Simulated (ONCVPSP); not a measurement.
## What one change does to a pseudopotential (zinc, ONCV)

* Element: Zn
* Generator: ONCVPSP 4.0.1
* Type: optimised norm-conserving Vanderbilt (ONCV)
* Functional: PBE
* Relativity: scalar-relativistic
* Frozen core: [Ne]
* Valence charge: 20
* Reference configuration: 3s2 3p6 3d10 4s2
* Partial waves: 3s+4s: rc 1.10 bohr, ncon 4, nbas 9, qcut 13.1 1/bohr, 2 projectors; 3p: rc 0.95 bohr, ncon 4, nbas 7, qcut 14.5 1/bohr, 2 projectors, debl 1.3 Ha; 3d: rc 1.40 bohr, ncon 3, nbas 7, qcut 13.7 1/bohr, 2 projectors, debl 2.3 Ha
* Local potential: polynomial inside 0.65 bohr (lpopt 3, dvloc0 0 Ha)
* Core correction: Teter function, fcfact 6, rcfact 1.5

In the p channel the program set the typed energies aside and used -3.065, 0.250 Ha.

All-electron outer shells of the reference configuration (PBE, scalar-relativistic, ld1.x):

```tsv
shell	level (eV)	outermost node (bohr)	outermost maximum (bohr)
2p	-1004.03	–	0.15
3s	-129.23	0.28	0.59
3p	-83.40	0.25	0.59
3d	-10.14	–	0.57
4s	-5.98	0.85	2.09
```

Change: s: rc 1.38.

Cutoffs: the cutoffs (Ha) at which the residual kinetic energy of the hardest occupied pseudo-wave falls to 1 and 0.1 mHa per electron; they do not see the model core or the augmentation charge, which bear on the density cutoff. Errors are all-electron minus pseudo energies relative to the spin-unpolarised reference configuration.

Question: Predict the effect on cutoff, ghosts and configuration errors.

Answer: The potential gets neither clearly harder nor softer (63 Ha and 71 Ha → 63 Ha and 71 Ha); the d channel sets the loose cutoff, while the largest relative change is in s, which becomes softer; of the 4 tests that both files solve, the error grows in 0 and shrinks in 3 by more than 15 % and 0.3 meV (median size 3.4 → 2.4 meV); neither file shows a bound ghost. That the errors move this way runs against the usual rule that smaller radii transfer better.

```tsv
quantity	base	changed
cutoff, loose	63 Ha	63 Ha
cutoff, tight	71 Ha	71 Ha
loose cutoff by channel	s 54 Ha, p 49 Ha, d 63 Ha	s 40 Ha, p 49 Ha, d 63 Ha
bound ghosts	none	none
GHOST(+) flags under 300 eV	none	none
error for 3s2 3p6 3d10 4s1, meV [ΔE 9.89 eV]	+0.8	+0.4
error for 3s2 3p6 3d10 4s0, meV [ΔE 28.33 eV]	+6.0	+4.4
error for 3s2 3p6 3d9 4s0, meV [ΔE 68.86 eV]	+6.5	+5.4
error for 3s2 3p6 3d10 4s1.5, meV [ΔE 3.94 eV]	+0.1	-0.1
p: phases at 0.96 bohr within 0.05 rad from the reference energy up to (Ha; the scan ends near 5)	to the end of the scan	to the end of the scan
d: phases at 1.42 bohr within 0.05 rad from the reference energy up to (Ha; the scan ends near 5)	to the end of the scan	to the end of the scan
rms error of d²Exc/dni dnj with the model core, mHa	2.21	2.47
```
